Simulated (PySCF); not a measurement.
C5H5ClNO (doublet state).
Z-matrix (Å and degrees, GFN2-xTB geometry), rows numbered from 1:
```
O 
C   1  1.2041
N   2  1.3308  1  129.54
C   3  1.2803  2  137.01  1    87.96
C   4  1.4077  3  125.69  2    -0.10
C   5  1.3955  4  122.55  3  -179.59
C   6  1.3608  5  123.07  4   179.44
Cl  7  1.6955  6  122.53  5  -179.80
H   2  1.1207  1  120.88  3  -169.20
H   4  1.0865  3  115.83  2   178.92
H   5  1.0813  4  117.98  3    -0.07
H   6  1.0822  5  118.10  4    -0.41
H   7  1.0793  6  122.45  5     0.16
```

The hyperfine couplings belong to this conformer and change with its torsions.

Identity: `C(/C=C/[N]C=O)=C\Cl` [radical].

Level of theory: UKS B3LYP, pcH-1 on C Cl H N O, non-relativistic, mean-field spin-orbit, GIAO in PySCF. Isolated species at its GFN2-xTB geometry (one conformer only). Couplings are sensitive to structure, and on GFN2-xTB geometries they can be far from those on DFT ones. The frame is twisted about the C2–N3 bond at this geometry (dihedral O1–C2–N3–C4 = 88°); couplings at other torsion angles weren't computed. The SCF solution wasn't tested for stability. ⟨S²⟩ is 0.784 where a pure state has 0.75.

Task: Where do the isotropic ENDOR lines of N3, H9, H13, H11, H12, H10 and Cl8 fall at 348.5 mT, to first order?

Result: For S = 1/2 in fast tumbling each set of equivalent nuclei gives two lines, ν± = |νn ± a/2| to first order, with νn = g_N μN B/h and μN/h = 7.62259 MHz/T.

| nuclei | isotope | g_N | νn (MHz) | a_iso (MHz) | lower line (MHz) | upper line (MHz) |
| --- | --- | --- | --- | --- | --- | --- |
| N3 | 14N | 0.4038 | 1.07 | 15.28 | 6.57 | 8.71 |
| H9 | 1H | 5.5857 | 14.84 | 40.68 | 5.50 | 35.18 |
| H13 | 1H | 5.5857 | 14.84 | -32.88 | 1.60 | 31.28 |
| H11 | 1H | 5.5857 | 14.84 | -31.20 | 0.76 | 30.44 |
| H12 | 1H | 5.5857 | 14.84 | 10.46 | 9.61 | 20.07 |
| H10 | 1H | 5.5857 | 14.84 | 5.49 | 12.09 | 17.58 |
| Cl8 | 35Cl | 0.5479 | 1.46 | 4.03 | 0.56 | 3.47 |

Task: Which pairs are centred on the nuclear Larmor frequency, and which on half the coupling?

Result: Centred on νn, since |a| < 2νn: H12 and H10. Centred on |a|/2 and split by 2νn: N3, H9, H13, H11 and Cl8.

Task: At what field would the lower line of H13 fall to zero frequency?

Result: Where νn = |a|/2, that is B = 16.44 MHz/(5.5857 × 7.62259 MHz/T) = 386 mT, as far as first order holds there.

Main isotope only: 35Cl (natural samples also hold 24 % 37Cl, magnetic too, which adds its own pattern).

The SMILES draws the unpaired electron on N3; the largest computed Mulliken spin population is on C5 (0.51 against 0.33).
